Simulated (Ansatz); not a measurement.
`BO[SiH2]SC` → `[CH2]` (triplet) + `BO[SiH2]S`  (formal loss of a carbene)

Program: Ansatz. Geometries: PBE0-D4/def2-TZVP. ΔE: electronic, gas phase. CCSD(T)/CBS adds triple-zeta CCSD(T) − MP2 to the extrapolated MP2 energy (def2 sets, frozen cores). This one scheme is used for every species. DFT in def2-TZVPP. B3LYP here is the variant with VWN-RPA as its local correlation; programs differ in this. Triplets are unrestricted, without spin–orbit coupling. One conformer a species, not always the lowest.

```json
{"level": "PBE-D4", "ΔE (kcal/mol)": "103.5", "difference from CCSD(T)/CBS": "2.3"}
{"level": "r2SCAN-D4", "ΔE (kcal/mol)": "96.0", "difference from CCSD(T)/CBS": "-5.2"}
{"level": "PBE0-D4", "ΔE (kcal/mol)": "100.9", "difference from CCSD(T)/CBS": "-0.3"}
{"level": "B3LYP-D4", "ΔE (kcal/mol)": "99.8", "difference from CCSD(T)/CBS": "-1.4"}
{"level": "ωB97X-V", "ΔE (kcal/mol)": "103.6", "difference from CCSD(T)/CBS": "2.4"}
{"level": "ωB97M-V", "ΔE (kcal/mol)": "101.7", "difference from CCSD(T)/CBS": "0.5"}
{"level": "B2PLYP", "ΔE (kcal/mol)": "98.6", "difference from CCSD(T)/CBS": "-2.6"}
{"level": "PBE", "ΔE (kcal/mol)": "101.5", "difference from CCSD(T)/CBS": "0.3"}
{"level": "r2SCAN", "ΔE (kcal/mol)": "95.5", "difference from CCSD(T)/CBS": "-5.7"}
{"level": "PBE0", "ΔE (kcal/mol)": "99.2", "difference from CCSD(T)/CBS": "-2.0"}
{"level": "B3LYP", "ΔE (kcal/mol)": "96.8", "difference from CCSD(T)/CBS": "-4.4"}
{"level": "HF/def2-TZVPP", "ΔE (kcal/mol)": "64.7", "difference from CCSD(T)/CBS": "-36.5"}
{"level": "MP2/def2-TZVPP", "ΔE (kcal/mol)": "101.3", "difference from CCSD(T)/CBS": "0.1"}
{"level": "SCS-MP2/def2-TZVPP", "ΔE (kcal/mol)": "101.3", "difference from CCSD(T)/CBS": "0.1"}
{"level": "CCSD/def2-TZVPP", "ΔE (kcal/mol)": "94.9", "difference from CCSD(T)/CBS": "-6.3"}
{"level": "CCSD(T)/def2-TZVPP", "ΔE (kcal/mol)": "97.9", "difference from CCSD(T)/CBS": "-3.3"}
{"level": "HF/def2-QZVPP", "ΔE (kcal/mol)": "64.8", "difference from CCSD(T)/CBS": "-36.4"}
{"level": "MP2/def2-QZVPP", "ΔE (kcal/mol)": "103.3", "difference from CCSD(T)/CBS": "2.1"}
{"level": "SCS-MP2/def2-QZVPP", "ΔE (kcal/mol)": "103.6", "difference from CCSD(T)/CBS": "2.4"}
{"level": "HF/CBS(def2)", "ΔE (kcal/mol)": "64.8", "difference from CCSD(T)/CBS": "-36.4"}
{"level": "MP2/CBS(def2)", "ΔE (kcal/mol)": "104.6", "difference from CCSD(T)/CBS": "3.4"}
{"level": "CCSD/CBS(def2)", "ΔE (kcal/mol)": "98.2", "difference from CCSD(T)/CBS": "-3.0"}
{"level": "CCSD(T)/CBS", "ΔE (kcal/mol)": "101.2", "difference from CCSD(T)/CBS": "0"}
```

Largest T1 diagnostic among the species: 0.013.

In def2-TZVPP, CCSD(T) changes the Hartree–Fock value by +33.2 kcal/mol (the triples alone add +3.0 kcal/mol) and MP2 by +36.6 kcal/mol. The D4 term adds +3.1 kcal/mol with B3LYP and +1.7 kcal/mol with PBE0; it sums over pairs of atoms, weighted by their polarisabilities, and B3LYP, whose exchange is more repulsive, gets the larger term. From PBE to PBE0 (25 % exact exchange), in def2-TZVPP and without D4, ΔE moves by −2.3 kcal/mol.
